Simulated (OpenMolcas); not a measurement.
# Ne2+: Slater's ratio, the spin-orbit constant, worked from levels

```json
{"Program": "OpenMolcas", "Basis": "ANO-RCC-VQZP [5s4p3d2f1g]", "Scalar Hamiltonian": "DKH2, point nucleus", "Active space": "6 electrons in 8 orbitals (2s 2p 3s 3p)", "State averaging": "2S+1 = 3 even, 3 roots; 2S+1 = 1 even, 6 roots; 2S+1 = 3 odd, 3 roots; 2S+1 = 1 odd, 3 roots", "Spin-orbit coupling": "state interaction with AMFI integrals over the reference wave functions, term energies averaged over their components"}
```

Methods: CASSCF; SS-CASPT2, IPEA 0.25 Eh, imaginary shift 0.1 Eh (closed shells correlated: 1s). Measured levels: Moore, Atomic Energy Levels, vol. I, NSRDS-NBS 35 (1971 reprint of NBS Circular 467, 1949).

**Slater's ratio.** With one set of orbitals, p4 has ¹D - ³P = 6 F2 and ¹S - ¹D = 9 F2 (F2 = F²/25), a ratio of 3/2. Term energies are centres of gravity, weighted by 2J + 1.

```
   Source  ¹D - ³P  ¹S - ³P  F2 from the first  Ratio
   CASSCF    27673    51251               4612  0.852
SS-CASPT2    25850    55411               4308  1.144
 measured    25521    55427               4254  1.172
```

Energies in cm-1. A ratio away from 3/2 shows effects beyond one configuration with one set of orbitals, and in heavier atoms second-order spin-orbit shifts. In CASSCF the valence s occupation is 1.93 in ¹S against 2.00 in ¹D: mixing out of s² acts most on ¹S and pulls it down.

**The spin-orbit constant.** For the Hund term ³P of p4, E(J) = (A/2) J(J+1) + constant and ζ = -2S·A = -2A. From J = 0 to J = 2 the energy changes by 3 A.

```json
{"Source": "CASSCF", "E(2) - E(0)": "-860.7", "A": "-286.9", "ζ": "574"}
{"Source": "SS-CASPT2", "E(2) - E(0)": "-862.2", "A": "-287.4", "ζ": "575"}
{"Source": "measured", "E(2) - E(0)": "-927.0", "A": "-309.0", "ζ": "618"}
```

All in cm-1. SS-CASPT2 is off by -7.0 % and CASSCF by -7.2 %. Both methods take the spin-orbit matrix elements from the reference wave functions, so the second can move ζ only through the term energies and any multistate remixing. Second-order mixing with other terms is absorbed into this ζ.

Active for correlation alone: 3p 3s; no level in the range computed is led by a configuration that fills them, so any true level of that kind is missing. Measured partners are found by configuration, term and J. A level has none where our copy of the source lacks it or the pairing is in doubt (some pairs that miss far off the trend of their configuration count as doubtful), and it then counts in no deviation. Levels of configurations outside the active space are missing.
